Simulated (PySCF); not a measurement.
Ge(OH)3(SMe), SMILES C[S][Ge]([OH])([OH])[OH], PBE0/def2-SVP optimised geometry.

```
12

C     -1.97     1.29    -0.55
S     -0.24     1.55     0.00
Ge     0.46    -0.53     0.00
O      0.01    -1.56     1.36
O      2.23    -0.53     0.00
O     -0.27    -1.32    -1.40
H     -2.60     0.95     0.28
H     -2.33     2.26    -0.90
H     -2.00     0.56    -1.37
H      0.59    -1.44     2.12
H      2.60     0.10    -0.63
H     -0.40    -2.26    -1.23
```

Density from PBE0/def2-TZVP (PySCF) at that geometry.

Minimum of the electron density along straight lines between bonded atoms, close to the bond critical point (lines longer than 1.1 times the sum of covalent radii, or with two minima, are not listed):

```csv
bond,length / Å,ρ at the minimum / e bohr⁻³,∇²ρ there / e bohr⁻⁵,position (fraction from the first atom)
C1–S2,1.826,0.175,-0.27,0.47
S2–Ge3,2.196,0.111,0.03,0.56
Ge3–O4,1.763,0.150,0.69,0.47
Ge3–O5,1.765,0.149,0.68,0.47
Ge3–O6,1.764,0.150,0.68,0.47
C1–H7,1.098,0.276,-0.95,0.65
C1–H8,1.098,0.275,-0.94,0.65
C1–H9,1.097,0.278,-0.96,0.65
O4–H10,0.964,0.354,-2.40,0.81
O5–H11,0.964,0.355,-2.40,0.81
O6–H12,0.965,0.353,-2.39,0.81
```
